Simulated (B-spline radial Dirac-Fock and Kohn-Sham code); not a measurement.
Auger parameter of neodymium: the K level and its strongest K-LL line

Calculated with a radial B-spline solver, using Dirac-Fock (average of configuration) total-energy differences with a finite nucleus, the Breit interaction including its frequency dependence, and self-energy and vacuum-polarisation corrections. The modified Auger parameter α′ is the binding energy plus the kinetic energy of the Auger electron; it does not depend on the energy zero. For free ions it tends to fall with charge, since less charge screens the final holes.

| species | configuration | binding 1s (eV) | Auger line | kinetic (eV) | α′ (eV) |
| --- | --- | --- | --- | --- | --- |
| Nd | [Xe] 4f4 6s2 | 43572.0 | L2L3 J=2 | 30441.7 | 74013.7 |
| Nd⁺ | [Xe] 4f4 6s1 | 43578.6 | L2L3 J=2 | 30433.8 | 74012.4 |
| Nd⁺ | [Xe] 4f3 6s2 | 43588.9 | L2L3 J=2 | 30419.8 | 74008.7 |
| Nd²⁺ | [Xe] 4f4 | 43586.2 | L2L3 J=2 | 30425.1 | 74011.3 |
| Nd³⁺ | [Xe] 4f3 | 43605.5 | L2L3 J=2 | 30401.1 | 74006.7 |
| Nd³⁺ | [Xe] 4f1 6s2 | 43631.0 | L2L3 J=2 | 30368.2 | 73999.1 |
| Nd³⁺ (Watson 1.6 Å) | [Xe] 4f3 | 43578.8 | L2L3 J=2 | 30428.0 | 74006.8 |
| Nd³⁺ (Watson 2.4 Å) | [Xe] 4f3 | 43587.5 | L2L3 J=2 | 30419.1 | 74006.7 |
| Nd⁴⁺ | [Xe] 4f2 | 43627.4 | L2L3 J=2 | 30374.7 | 74002.1 |
| Nd⁴⁺ (Watson 2 Å) | [Xe] 4f2 | 43598.6 | L2L3 J=2 | 30403.5 | 74002.1 |
| Nd⁴⁺ (Watson 2.7 Å) | [Xe] 4f2 | 43606.1 | L2L3 J=2 | 30396.0 | 74002.1 |
| Nd⁵⁺ | [Kr] 4d10 4f2 5s2 5p5 | 43644.9 | L2L3 J=2 | 30356.6 | 74001.5 |
| Nd⁶⁺ | [Kr] 4d10 4f2 5s2 5p4 | 43663.3 | L2L3 J=2 | 30337.7 | 74001.1 |
| Nd⁷⁺ | [Kr] 4d10 4f2 5s2 5p3 | 43682.6 | L2L3 J=2 | 30318.3 | 74000.9 |
